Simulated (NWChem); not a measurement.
Program: NWChem. System: C3H3, charge 0, spin multiplicity 2, at a geometry optimised with UB3LYP/def2-SVP. The structure started from a generated list of species. Its SCF solution wasn't tested for a lower state. Level: ULDA (SVWN5)/cc-pVDZ.

Input file:

```
start mol
memory heap 200 mb stack 900 mb global 1100 mb
geometry units angstroms nocenter noautoz
  C      0.000000     0.000000     1.258206
  C      0.000000     0.000000    -0.114273
  C      0.000000     0.000000    -1.346940
  H      0.939014     0.000000     1.819242
  H     -0.939014     0.000000     1.819242
  H      0.000000     0.000000    -2.420443
  symmetry group C2v
end
basis spherical
  * library cc-pvdz
end
dft
  xc slater vwn_5
  odft
  mult 2
  semidirect memsize 60000000 filesize 0
  iterations 100
end
task dft energy
```

Part of the output:

```
             Northwest Computational Chemistry Package (NWChem) 7.3.0
             --------------------------------------------------------

                                NWChem Input Module
                                -------------------

 Scaling coordinates for geometry "geometry" by  1.889725989
 (inverse scale =  0.529177249)

 Turning off AUTOSYM since
 SYMMETRY directive was detected!

                             Geometry "geometry" -> ""
                             -------------------------

 Output coordinates in angstroms (scale by  1.889725989 to convert to a.u.)

  No.       Tag          Charge          X              Y              Z
 ---- ---------------- ---------- -------------- -------------- --------------
    1 C                    6.0000     0.00000000     0.00000000     1.25820600
    2 C                    6.0000     0.00000000     0.00000000    -0.11427300
    3 C                    6.0000     0.00000000     0.00000000    -1.34694000
    4 H                    1.0000     0.93901400     0.00000000     1.81924200
    5 H                    1.0000    -0.93901400     0.00000000     1.81924200
    6 H                    1.0000     0.00000000     0.00000000    -2.42044300

 Effective nuclear repulsion energy (a.u.)      53.0529100998

            Nuclear Dipole moment (a.u.)
            ----------------------------
        X                 Y               Z
 ---------------- ---------------- ----------------
     0.0000000000     0.0000000000    -0.0000018897

      Symmetry information
      --------------------

 Group name             C2v
 Group number             16
 Group order               4
 No. of unique centers     5

      Symmetry unique atoms

     1    2    3    4    6


 Summary of "ao basis" -> "" (spherical)
 ------------------------------------------------------------------------------
       Tag                 Description            Shells   Functions and Types
 ---------------- ------------------------------  ------  ---------------------
 *                          cc-pvdz                   on all atoms

                                 NWChem DFT Module
                                 -----------------

 Summary of "ao basis" -> "ao basis" (spherical)
 ------------------------------------------------------------------------------
       Tag                 Description            Shells   Functions and Types
 ---------------- ------------------------------  ------  ---------------------
 C                          cc-pvdz                  6       14   3s2p1d
 H                          cc-pvdz                  3        5   2s1p

 Summary of "ao basis" -> "ao basis" (spherical)
 ------------------------------------------------------------------------------
       Tag                 Description            Shells   Functions and Types
 ---------------- ------------------------------  ------  ---------------------
 C                          cc-pvdz                  6       14   3s2p1d
 H                          cc-pvdz                  3        5   2s1p

      Symmetry analysis of basis
      --------------------------

        a1         28
        a2          4
        b1         14
        b2         11

            General Information
            -------------------
          SCF calculation type: DFT
          Wavefunction type:  spin polarized.
          No. of atoms     :     6
          No. of electrons :    21
           Alpha electrons :    11
            Beta electrons :    10
          Charge           :     0
          Spin multiplicity:     2
          Use of symmetry is: on ; symmetry adaption is: on
          Maximum number of iterations: 100
          AO basis - number of functions:    57
                     number of shells:    27
          Convergence on energy requested:  1.00D-06
          Convergence on density requested:  1.00D-05
          Convergence on gradient requested:  5.00D-04

              XC Information
              --------------
                        Slater Exchange Functional  1.000 local
                      VWN V Correlation Functional  1.000 local

             Grid Information
             ----------------
          Grid used for XC integration:  medium
          Radial quadrature: Mura-Knowles
          Angular quadrature: Lebedev.
          Tag              B.-S. Rad. Rad. Pts. Rad. Cut. Ang. Pts.
          ---              ---------- --------- --------- ---------
          C                   0.70       49          10.0       434
          H                   0.35       45          11.0       434
          Grid pruning is: on
          Number of quadrature shells:   237
          Spatial weights used:  Erf1

          Convergence Information
          -----------------------
          Convergence aids based upon iterative change in
          total energy or number of iterations.
          Levelshifting, if invoked, occurs when the
          HOMO/LUMO gap drops below (HL_TOL):  1.00D-02
          DIIS, if invoked, will attempt to extrapolate
          using up to (NFOCK): 10 stored Fock matrices.

                    Damping( 0%)  Levelshifting(0.5)       DIIS
                  --------------- ------------------- ---------------
          dE  on:    start            ASAP                start
          dE off:    2 iters        100 iters           100 iters

      Screening Tolerance Information
      -------------------------------
          Density screening/tol_rho:  1.00D-10
          AO Gaussian exp screening on grid/accAOfunc:  14
          CD Gaussian exp screening on grid/accCDfunc:  20
          XC Gaussian exp screening on grid/accXCfunc:  20
[...]
                     a2                0.0          0.0
                     b1                2.0          2.0
                     b2                2.0          1.0

                    DFT Final Alpha Molecular Orbital Analysis
                    ------------------------------------------

 Vector    9  Occ=1.000000D+00  E=-3.036281D-01  Symmetry=b2
              MO Center= -2.7D-16, -3.7D-16, -9.5D-02, r^2= 1.8D+00
   Bfn.  Coefficient  Atom+Function         Bfn.  Coefficient  Atom+Function
  ----- ------------  ---------------      ----- ------------  ---------------
    19      0.405899  2 C  py                33      0.323504  3 C  py
     5      0.306539  1 C  py                 8      0.189064  1 C  py
    22      0.189114  2 C  py                36      0.173530  3 C  py

 Vector   10  Occ=1.000000D+00  E=-2.498165D-01  Symmetry=b1
              MO Center=  1.8D-16, -2.5D-16, -5.8D-01, r^2= 1.9D+00
   Bfn.  Coefficient  Atom+Function         Bfn.  Coefficient  Atom+Function
  ----- ------------  ---------------      ----- ------------  ---------------
    32      0.444554  3 C  px                18      0.381969  2 C  px
    35      0.276872  3 C  px                21      0.196498  2 C  px
    43     -0.135192  4 H  s                 48      0.135192  5 H  s
     4     -0.125006  1 C  px                44     -0.100102  4 H  s
    49      0.100102  5 H  s                  7     -0.031225  1 C  px

 Vector   11  Occ=1.000000D+00  E=-1.803916D-01  Symmetry=b2
              MO Center= -3.6D-16, -6.0D-17,  1.5D-01, r^2= 2.8D+00
   Bfn.  Coefficient  Atom+Function         Bfn.  Coefficient  Atom+Function
  ----- ------------  ---------------      ----- ------------  ---------------
     5      0.476531  1 C  py                33     -0.411095  3 C  py
     8      0.394702  1 C  py                36     -0.315245  3 C  py
    19     -0.055978  2 C  py                25      0.045199  2 C  d -1
    22     -0.026467  2 C  py

 Vector   12  Occ=0.000000D+00  E=-9.746109D-03  Symmetry=b1
              MO Center= -1.4D-15, -2.1D-16, -3.3D-01, r^2= 2.9D+00
   Bfn.  Coefficient  Atom+Function         Bfn.  Coefficient  Atom+Function
  ----- ------------  ---------------      ----- ------------  ---------------
    35     -0.589512  3 C  px                21      0.560144  2 C  px
    18      0.451524  2 C  px                32     -0.411168  3 C  px
    44     -0.411213  4 H  s                 49      0.411213  5 H  s
     7      0.178471  1 C  px                43     -0.156879  4 H  s
    48      0.156879  5 H  s                  4      0.063058  1 C  px

 Vector   13  Occ=0.000000D+00  E= 4.239912D-02  Symmetry=b2
              MO Center= -2.2D-16, -8.4D-16, -2.8D-01, r^2= 2.5D+00
   Bfn.  Coefficient  Atom+Function         Bfn.  Coefficient  Atom+Function
  ----- ------------  ---------------      ----- ------------  ---------------
    22      0.794205  2 C  py                36     -0.637805  3 C  py
    19      0.531813  2 C  py                 8     -0.488258  1 C  py
    33     -0.345217  3 C  py                 5     -0.274009  1 C  py
    39      0.048816  3 C  d -1              11     -0.045061  1 C  d -1
    56     -0.030623  6 H  py

 Vector   14  Occ=0.000000D+00  E= 5.404459D-02  Symmetry=a1
              MO Center= -2.3D-15,  8.9D-16,  4.5D-01, r^2= 7.7D+00
   Bfn.  Coefficient  Atom+Function         Bfn.  Coefficient  Atom+Function
  ----- ------------  ---------------      ----- ------------  ---------------
     3      1.647376  1 C  s                 54     -1.214451  6 H  s
    44     -1.001048  4 H  s                 49     -1.001048  5 H  s
    37     -0.861505  3 C  pz                23     -0.531320  2 C  pz
    17      0.482445  2 C  s                  9      0.323063  1 C  pz
     2      0.214418  1 C  s                 31      0.185401  3 C  s

                     DFT Final Beta Molecular Orbital Analysis
                     -----------------------------------------

 Vector    8  Occ=1.000000D+00  E=-3.933377D-01  Symmetry=b1
              MO Center=  4.5D-16,  3.6D-32,  1.3D+00, r^2= 1.5D+00
   Bfn.  Coefficient  Atom+Function         Bfn.  Coefficient  Atom+Function
  ----- ------------  ---------------      ----- ------------  ---------------
     4      0.430603  1 C  px                43      0.286245  4 H  s
    48     -0.286245  5 H  s                 18      0.189715  2 C  px
    44      0.122536  4 H  s                 49     -0.122536  5 H  s
     7      0.121505  1 C  px                21      0.103900  2 C  px
    32      0.076454  3 C  px

 Vector    9  Occ=1.000000D+00  E=-2.841595D-01  Symmetry=b2
              MO Center= -2.8D-16, -1.3D-16, -1.7D-01, r^2= 1.7D+00
   Bfn.  Coefficient  Atom+Function         Bfn.  Coefficient  Atom+Function
  ----- ------------  ---------------      ----- ------------  ---------------
    19      0.443290  2 C  py                33      0.308877  3 C  py
     5      0.256029  1 C  py                22      0.224269  2 C  py
    36      0.165153  3 C  py                 8      0.157791  1 C  py

 Vector   10  Occ=1.000000D+00  E=-2.435486D-01  Symmetry=b1
              MO Center=  7.5D-16, -2.6D-16, -5.1D-01, r^2= 2.0D+00
   Bfn.  Coefficient  Atom+Function         Bfn.  Coefficient  Atom+Function
  ----- ------------  ---------------      ----- ------------  ---------------
    32      0.422902  3 C  px                18      0.397931  2 C  px
    35      0.264800  3 C  px                21      0.209244  2 C  px
    43     -0.145451  4 H  s                 48      0.145451  5 H  s
     4     -0.126481  1 C  px                44     -0.111066  4 H  s
    49      0.111066  5 H  s                 13      0.031357  1 C  d  1

 Vector   11  Occ=0.000000D+00  E=-1.390659D-01  Symmetry=b2
              MO Center= -3.3D-16,  5.8D-16,  2.0D-01, r^2= 2.8D+00
   Bfn.  Coefficient  Atom+Function         Bfn.  Coefficient  Atom+Function
  ----- ------------  ---------------      ----- ------------  ---------------
     5      0.459780  1 C  py                 8      0.417054  1 C  py
    33     -0.389696  3 C  py                36     -0.331981  3 C  py
    25      0.049879  2 C  d -1              19     -0.030856  2 C  py

 Vector   12  Occ=0.000000D+00  E=-5.148485D-03  Symmetry=b1
              MO Center= -9.2D-16, -2.1D-16, -3.9D-01, r^2= 2.9D+00
   Bfn.  Coefficient  Atom+Function         Bfn.  Coefficient  Atom+Function
  ----- ------------  ---------------      ----- ------------  ---------------
    35      0.605474  3 C  px                21     -0.549887  2 C  px
    18     -0.442281  2 C  px                32      0.417868  3 C  px
    44      0.411862  4 H  s                 49     -0.411862  5 H  s
     7     -0.183898  1 C  px                43      0.152668  4 H  s
    48     -0.152668  5 H  s                  4     -0.065649  1 C  px

 Vector   13  Occ=0.000000D+00  E= 6.044747D-02  Symmetry=b2
              MO Center= -2.3D-16,  5.6D-15, -2.6D-01, r^2= 2.7D+00
   Bfn.  Coefficient  Atom+Function         Bfn.  Coefficient  Atom+Function
  ----- ------------  ---------------      ----- ------------  ---------------
    22      0.782758  2 C  py                36     -0.661750  3 C  py
     8     -0.526568  1 C  py                19      0.517851  2 C  py
    33     -0.339283  3 C  py                 5     -0.277920  1 C  py
    39      0.044514  3 C  d -1              11     -0.039704  1 C  d -1
    56     -0.033846  6 H  py

   alpha - beta orbital overlaps
   -----------------------------

   alpha      1      2      3      4      5      6      7      8      9     10
    beta      2      1      3      4      5      6      7      8      9     10
 overlap   0.998  0.905  0.907  0.999  0.999  0.999  1.000  1.000  0.997  0.999

   alpha     11     12     13     14     15     16     17     18     19     20
    beta     11     12     13     14     15     16     17     18     19     21
 overlap   0.999  0.999  0.998  0.998  0.998  1.000  0.999  1.000  1.000  0.992

   alpha     21     22     23     24     25     26     27     28     29     30
    beta     20     22     23     24     25     26     27     28     29     30
 overlap   0.999  0.999  0.995  0.999  0.999  0.997  1.000  0.999  0.999  0.999

   alpha     31     32     33     34     35     36     37     38     39     40
    beta     31     32     33     34     35     36     37     38     39     40
 overlap   0.999  1.000  0.999  0.999  0.999  0.999  1.000  0.998  1.000  0.999

   alpha     41     42     43     44     45     46     47     48     49     50
    beta     41     42     43     44     45     46     47     48     49     50
 overlap   0.998  0.999  0.999  1.000  1.000  1.000  1.000  1.000  1.000  1.000

   alpha     51     52     53     54     55     56     57
    beta     51     52     53     54     55     56     57
 overlap   1.000  1.000  1.000  1.000  1.000  1.000  1.000

     --------------------------
     Expectation value of S2:
     --------------------------
      <S2> =      0.7562 (Exact =     0.7500)

 center of mass
 --------------
 x =   0.00000000 y =   0.00000000 z =  -0.05852263

 moments of inertia (a.u.)
 ------------------
         190.918726627023           0.000000000000           0.000000000000
           0.000000000000         197.265557550496           0.000000000000
           0.000000000000           0.000000000000           6.346830923473

     Multipole analysis of the density
     ---------------------------------

     L   x y z        total         alpha         beta         nuclear
     -   - - -        -----         -----         ----         -------
     0   0 0 0     -0.000000    -11.000000    -10.000000     21.000000

     1   1 0 0      0.000000      0.000000      0.000000      0.000000
     1   0 1 0     -0.000000     -0.000000     -0.000000      0.000000
     1   0 0 1      0.012433     -0.159084      0.171519     -0.000002

     2   2 0 0    -13.459964    -10.173554     -9.583963      6.297553
     2   1 1 0     -0.000000     -0.000000     -0.000000      0.000000
     2   1 0 1      0.000000      0.000000      0.000000      0.000000
     2   0 2 0    -14.766546     -8.479560     -6.286986      0.000000
     2   0 1 1      0.000000     -0.000000      0.000000      0.000000
     2   0 0 2     -9.378157    -67.146112    -59.863458    117.631413

 Task  times  cpu:        0.6s     wall:        0.6s

 Total times  cpu:        0.6s     wall:        0.6s
```
